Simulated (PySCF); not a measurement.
A calculated (LDA, PySCF 2.14, cc-pVDZ-DK, scalar relativity by spin-free X2C-1e) atom or ion has these occupied shells.

```
shell  electrons  orbital energy (eV)  rms radius, mean of both spins (bohr)
 1s α          1              -9539.3                                 0.0581
 1s β          1              -9539.3                                 0.0581
 2s α          1              -1198.4                                  0.246
 2s β          1              -1197.7                                  0.246
 2p α          3              -1045.9                                  0.219
 2p β          3              -1045.4                                  0.219
 3s α          1              -170.93                                  0.730
 3s β          1              -169.65                                  0.730
 3p α          3              -125.40                                  0.769
 3p β          3              -124.15                                  0.769
 3d α          5              -51.541                                  0.926
 3d β          4              -50.283                                  0.926
```

Problem. Name the element and its charge.

Solution. Zn³⁺ (zinc, charge +3), in [Ar] 3d9, 2D determinant.
